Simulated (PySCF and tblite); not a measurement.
Results of a calculation; reference values are marked as such.
C₅H₃F₃O, numbered as in [O:1]=[C:2]1[CH2:3][CH:4]=[C:5]1[C:6]([F:7])([F:8])[F:9].

Geometries GFN2-xTB; weights from B3LYP-D3(BJ)/def2-SVP (IEF-PCM, acetone) energies and GFN2-xTB thermal corrections, with symmetry numbers and mirror pairs. Conformers within 2.5 kcal/mol (GFN2-xTB free energy) were kept, 4 at most. GIAO shieldings: KT2/pcSseg-1 (IEF-PCM, acetone). Shifts are against TMS (¹H), TMS (¹³C) at the same level. Programs: PySCF with density fitting and tblite.

**Question.** List the conformer-averaged shifts at 298.15 K.

**Answer.** ¹H: 8.89 (H4, 1H), 3.60 (H3, 2H) ppm. ¹³C: 179.0 (C2), 166.6 (C4), 137.5 (C5), 126.7 (C6), 52.7 (C3) ppm.

Shifts are unscaled: against experiment ¹³C can be off by 15 ppm or more and ¹H by 0.8 ppm.
